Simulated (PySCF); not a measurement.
Stepwise substitution at one centre (Ga NH2-SiH3). All species are isolated molecules in the gas phase. One relaxed conformer stands for each flexible species; it need not be the lowest. Strings in code marks are SMILES.

Calculation: PySCF with r2SCAN-D4/def2-TZVP. All candidates: neutral, multiplicity 1. 

```yaml
HOMO–LUMO gap: 5.47 eV
LUMO: -0.18 eV
HOMO: -5.65 eV
```

Task: Say which member has these values.
A) `[NH2][Ga]([SiH3])[SiH3]`
B) `[NH2][Ga]([NH2])[SiH3]`
C) `[NH2][Ga]([NH2])[NH2]`
D) `[SiH3][Ga]([SiH3])[SiH3]`

Result: C, `[NH2][Ga]([NH2])[NH2]`. The others give `[NH2][Ga]([SiH3])[SiH3]`: 4.31 eV, -2.07 eV, -6.38 eV; `[NH2][Ga]([NH2])[SiH3]`: 4.63 eV, -0.99 eV, -5.62 eV; `[SiH3][Ga]([SiH3])[SiH3]`: 3.27 eV, -3.26 eV, -6.52 eV
